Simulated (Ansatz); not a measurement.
Mulliken charges of BrH$_{3}$InNS, SMILES `[NH2][In]([SH])[Br]` from ωB97M-V/def2-TZVPP in Ansatz (PBE0-D4/def2-TZVP geometry).

```csv
atom,x (Å),y (Å),z (Å),charge (e)
N1,-1.001,1.413,0.110,-0.433
In2,0.124,-0.224,-0.170,0.724
S3,1.947,-0.881,1.189,-0.331
Br4,-0.296,-1.531,-2.220,-0.340
H5,-1.117,1.731,1.061,0.115
H6,-1.898,1.408,-0.356,0.124
H7,2.240,-1.916,0.385,0.140
```

By hand: the dipole of these point charges (1 e Å = 4.8032 D).

Σ q r = (-0.071, 0.144, 0.322) e Å, of length 0.360 e Å = 1.73 D.

How does the dipole of the full density compare? (Best estimate.)

Ansatz gave: (-0.208, 0.142, 0.316) e Å, 1.94 D; the point charges give 0.89 times that, at 20° from its direction.

Point charges leave out the atoms' own dipoles, such as those of lone pairs, and Mulliken's split depends on the basis, so the two needn't agree.
